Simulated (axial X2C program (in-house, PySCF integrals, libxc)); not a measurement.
CdH⁻: properties at the nuclei

Calculated with an in-house all-electron X2C program for linear molecules (integrals from PySCF): two-component X2C with atomic mean-field Coulomb and Gaunt terms, Gaussian nuclei, basis Cd dyall-acv3z, H dyall-av3z with contracted cores.

R = 1.952 Å (near the PBE0 minimum at charge -1 of the determinant lowest at the starting distance; the state shown can have its own minimum elsewhere).

Input and command:
```json
{"zs": [48, 1], "q": -1, "bas": ["dyall-acv3z", "dyall-av3z"], "r0": 1.68, "levels": ["PBE0", "HF", "r2SCAN", "PBE50", "BP86"], "nst": 3}
```
```bash
python soeom.py task.json out
```

Keys: zs atomic numbers; q charge; bas basis sets; r0 starting distance in Å; levels methods; nst determinants followed.

Determinant lowest in the PBE0 search, Ω = 0 (closed shell), highest spinor 45% Cd p, 29% Cd s, 16% H s:

```
 level  qzz Cd (a.u.)  qzz H (a.u.)
  PBE0          -3.59          0.03
    HF          -3.81          0.04
r2SCAN          -3.61          0.03
 PBE50          -3.75          0.04
  BP86          -3.42          0.03
```

Determinant 1.03 eV from it at PBE0 and this distance, Ω = 2 (⟨Sz⟩ = 1.00, ⟨Lz⟩ = 1.00 at PBE0), spin on the atoms Cd 0.80, H 0.20:

```tsv
level	Eeff magnitude (GV/cm)	Ws magnitude Cd (kHz)	A∥/gI Cd (MHz)	qzz Cd (a.u.)	A∥/gI H (MHz)	qzz H (a.u.)
PBE0	10.5	2.92	858	-2.12	25.4	0.03
HF	12.3	3.43	850	-3.27	24.3	0.04
r2SCAN	10.6	2.95	801	-1.94	28.3	0.03
PBE50	11.4	3.17	907	-2.51	23.7	0.03
BP86	9.33	2.6	836	-1.68	26.5	0.03
```

Eeff is the effective electric field on the electron electric dipole moment in this Ω state and Ws the scalar–pseudoscalar constant of the nucleus named (defined with the proton number Z and per Ω); A∥ (defined per Ω) follows by multiplying with gI = μI/(I μN); qzz is the electric field gradient, eQq0 = 234.96 MHz × Q/barn × qzz. The operators were transformed with the bare-nucleus X2C matrices; with these basis sets, hyperfine constants and field gradients can be off by tens of per cent, and where levels differ in sign neither size nor sign is settled.

Each state is one determinant with collinear spin, which with several unpaired electrons need not be a pure state. Unrestricted Hartree–Fock can overshoot spin polarisation at the nuclei. For an anion, determinants above electron detachment, or with a positive highest level, are held by the basis set. With several open shells hyperfine constants can be off by a factor of several. Open-shell Ω = 0 determinants with evenly filled partner blocks cannot be reached by this program, so the Ω shown need not be the lowest component. The search compared states at one distance, so a state with another bond length can lie lower. Further determinants of the search, some of them spin-mixed, are not shown. PBE0 term energies can be off by some tenths of an eV.
